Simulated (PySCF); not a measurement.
Magnetisability: SMILES F/C=[C]1\C[NH][GeH2]1, C3H6FGeN

Molfile (atoms numbered from 1):
```
C3H6FGeN
     RDKit          3D

 12 12  0  0  0  0  0  0  0  0999 V2000
    2.6503   -0.9430   -0.6353 F   0  0  0  0  0  0  0  0  0  0  0  0
    1.7740    0.0688   -0.8171 C   0  0  0  0  0  0  0  0  0  0  0  0
    0.5698    0.0622   -0.2884 C   0  0  0  0  0  0  0  0  0  0  0  0
   -0.0907   -0.9764    0.5826 C   0  0  0  0  0  0  0  0  0  0  0  0
   -1.2870   -0.2059    0.9588 N   0  0  0  0  0  0  0  0  0  0  0  0
   -1.0286    1.1850   -0.1947 Ge  0  0  0  0  0  4  0  0  0  0  0  0
    2.1892    0.8516   -1.4354 H   0  0  0  0  0  0  0  0  0  0  0  0
    0.5037   -1.2522    1.4592 H   0  0  0  0  0  0  0  0  0  0  0  0
   -0.3075   -1.8902    0.0188 H   0  0  0  0  0  0  0  0  0  0  0  0
   -2.0934   -0.7312    1.2573 H   0  0  0  0  0  0  0  0  0  0  0  0
   -1.8676    1.3186   -1.4573 H   0  0  0  0  0  0  0  0  0  0  0  0
   -1.0111    2.5119    0.5256 H   0  0  0  0  0  0  0  0  0  0  0  0
  1  2  1  0
  2  3  2  0
  3  4  1  0
  4  5  1  0
  5  6  1  0
  6  3  1  0
  2  7  1  0
  4  8  1  0
  4  9  1  0
  5 10  1  0
  6 11  1  0
  6 12  1  0
M  END
```

Computed with GIAO mPW1PW91/cc-pVDZ magnetisability, rotational g tensor and spin-rotation constants, non-relativistic, gas phase in PySCF 2.14.0. Geometry: GFN2-xTB.

The calculation is non-relativistic, which matters for the atoms heavier than Zn.

Question: What are the magnetisability and the molar susceptibility?

Answer: Isotropic -999 × 10⁻³⁰ J/T², or -60.2 × 10⁻⁶ cm³/mol; principal values -1056, -1002, -940 × 10⁻³⁰ J/T², anisotropy 100 × 10⁻³⁰ J/T² (root of half the summed squared differences of the principal values). The susceptibility is in cgs units.

Question: Split it along the inertial axes a, b, c into diamagnetic and paramagnetic parts about the centre of mass, with the quadrupole moment.

Answer: 
| axis | χ (10⁻⁶ cm³/mol) | diamagnetic (10⁻⁶ cm³/mol) | paramagnetic (10⁻⁶ cm³/mol) | summed x² of all electrons (Å²) | quadrupole Θ (D Å) |
| --- | --- | --- | --- | --- | --- |
| a | -62.8 | -320.1 | 257.3 | 187.5 | -4.38 |
| b | -61.1 | -858.9 | 797.8 | 60.5 | +7.09 |
| c | -56.7 | -1052.4 | 995.7 | 14.9 | -2.71 |

Anisotropies 2χaa − χbb − χcc = -7.8 and 2χbb − χaa − χcc = -2.6 × 10⁻⁶ cm³/mol. Θ is traceless in Buckingham's convention.

Question: And the rotational g tensor?

Answer: 
```
axis  rotational constant (GHz)        g  nuclear part  electronic part
   a                     5.4410  -0.0430        0.6148          -0.6578
   b                     1.3736  -0.0163        0.4985          -0.5148
   c                     1.1214  -0.0126        0.5120          -0.5245
```
Asymmetric top; isotopes 12C, 19F, 74Ge, 1H, 14N; no vibrational averaging.
